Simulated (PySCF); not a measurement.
C₃H₈N₂OSi.
Atom-mapped SMILES: `[CH3:1][CH2:2][O:3][Si@H:4]([NH2:5])[C:6]#[N:7]` (hydrogens: H8, H9, H10 on C1; H11, H12 on C2; H13 on Si4; H14, H15 on N5)

Structure optimised with GFN2-xTB, isolated species.

What internal coordinates does the optimisation give?

```
                bond  length (bohr)
               C1–C2          2.873
               C2–O3          2.647
              O3–Si4          3.046
              Si4–N5          3.254
              Si4–C6          3.539
               C6≡N7          2.164
C1–H8, C1–H9, C1–H10          2.054
              C2–H11          2.072
              C2–H12          2.072
             Si4–H13          2.760
      N5–H14, N5–H15          1.904
```

Bonds in one row agree within 0.02 bohr and their mean is given. A selection of angles:
```
     angle  degrees
  C2–C1–H8    110.0
  H8–C1–H9    109.2
 H9–C1–H10    108.5
  C1–C2–O3    109.4
 C1–C2–H11    110.3
 C1–C2–H12    110.4
 O3–C2–H11    109.5
 O3–C2–H12    109.3
H11–C2–H12    107.9
 C2–O3–Si4    130.2
 O3–Si4–N5    111.6
 O3–Si4–C6     99.3
O3–Si4–H13    115.5
 N5–Si4–C6    115.0
N5–Si4–H13    106.0
C6–Si4–H13    109.7
Si4–N5–H14    119.5
H14–N5–H15    110.0
 Si4–C6–N7    175.5
```

Torsions: C1–C2–O3–Si4 -176° (antiperiplanar); C2–O3–Si4–N5 -57° (synclinal).

N5 (silicon-bound nitrogen) has angles 119.8°, 119.5° and 110.0°, sum 349.3°, 0.22 Å off the plane of its three neighbours. Si4 (oxygen-bound silicon) is distorted tetrahedral (angles from 99.3° to 115.5°). O3 (silyl ether oxygen) is bent (angle 130.2°).

Point group: C1 (no symmetry element, even within 0.4 Å). No GFN2-xTB frequencies stand behind this structure, so it isn't proved a minimum. The numbers are those of one conformer (C1–C2–O3–Si4 -176°, C2–O3–Si4–N5 -57°, O3–Si4–N5–H -39° and 180°).

These are computed values.
